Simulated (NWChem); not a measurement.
System meant: pyrimidine (C₄H₄N₂); SMILES c1cncnc1

NWChem input:

```
start job
memory heap 200 mb stack 900 mb global 1100 mb
geometry units angstroms noautoz
  C     -1.356685    -0.011871     0.000000
  C     -0.606667    -1.197298     0.000000
  N      0.736223    -1.196781     0.000000
  C      1.322107     0.011636     0.000000
  N      0.715108     1.209604     0.000000
  C     -0.627575     1.186532     0.000000
  H     -2.456686    -0.021516     0.000000
  H     -1.103876    -2.184553     0.000000
  H      2.428004     0.021332     0.000000
  H     -1.142043     2.164910     0.000000
end
basis spherical
  C library def2-svp
  N library def2-svp
  H library def2-svp
end
dft
  odft
  mult 2
  xc pbe0
  iterations 150
  mulliken
end
task dft energy
```

End of the output:

```
 ==============================================================================
                                 internuclear angles
 ------------------------------------------------------------------------------
        center 1       |       center 2       |       center 3       |  degrees
 ------------------------------------------------------------------------------
    2 C                |   1 C                |   6 C                |   116.36
    2 C                |   1 C                |   7 H                |   121.82
    6 C                |   1 C                |   7 H                |   121.82
    1 C                |   2 C                |   3 N                |   122.30
    1 C                |   2 C                |   8 H                |   120.95
    3 N                |   2 C                |   8 H                |   116.75
    2 C                |   3 N                |   4 C                |   115.89
    3 N                |   4 C                |   5 N                |   127.26
    3 N                |   4 C                |   9 H                |   116.37
    5 N                |   4 C                |   9 H                |   116.37
    4 C                |   5 N                |   6 C                |   115.89
    1 C                |   6 C                |   5 N                |   122.30
    1 C                |   6 C                |  10 H                |   120.95
    5 N                |   6 C                |  10 H                |   116.75
 ------------------------------------------------------------------------------
                            number of included internuclear angles:         14
 ==============================================================================

 Summary of "ao basis" -> "" (spherical)
 ------------------------------------------------------------------------------
       Tag                 Description            Shells   Functions and Types
 ---------------- ------------------------------  ------  ---------------------
 C                          def2-svp                 6       14   3s2p1d
 N                          def2-svp                 6       14   3s2p1d
 H                          def2-svp                 3        5   2s1p

                                 NWChem DFT Module
                                 -----------------

 Summary of "ao basis" -> "ao basis" (spherical)
 ------------------------------------------------------------------------------
       Tag                 Description            Shells   Functions and Types
 ---------------- ------------------------------  ------  ---------------------
 C                          def2-svp                 6       14   3s2p1d
 N                          def2-svp                 6       14   3s2p1d
 H                          def2-svp                 3        5   2s1p

      Symmetry analysis of basis
      --------------------------

        a1         44
        a2         11
        b1         32
        b2         17

  number of electrons :                   42
  multiplicity        :                    2
 ------------------------------------------------------------------------
  no. of electrons and multiplicity not compatible                  42
 ------------------------------------------------------------------------
 ------------------------------------------------------------------------
  current input line :
    27: task dft energy
 ------------------------------------------------------------------------
 ------------------------------------------------------------------------
 There is an error in the input file
 ------------------------------------------------------------------------
 For more information see the NWChem manual at https://nwchemgit.github.io

0: no. of electrons and multiplicity not compatible:Received an Error in Communication
```

Question: Find the fault in this run and fix the input.

Answer: The input was rejected before any calculation. Cause: the multiplicity doesn't fit the number of electrons (an even count wants an odd multiplicity, and the reverse). This input runs:
```
start job
memory heap 200 mb stack 900 mb global 1100 mb
geometry units angstroms noautoz
  C     -1.356685    -0.011871     0.000000
  C     -0.606667    -1.197298     0.000000
  N      0.736223    -1.196781     0.000000
  C      1.322107     0.011636     0.000000
  N      0.715108     1.209604     0.000000
  C     -0.627575     1.186532     0.000000
  H     -2.456686    -0.021516     0.000000
  H     -1.103876    -2.184553     0.000000
  H      2.428004     0.021332     0.000000
  H     -1.142043     2.164910     0.000000
end
basis spherical
  * library def2-svp
end
dft
  xc pbe0
  iterations 150
  mulliken
end
task dft energy
```
It converges to -263.82140 Ha (PBE0/def2-SVP).
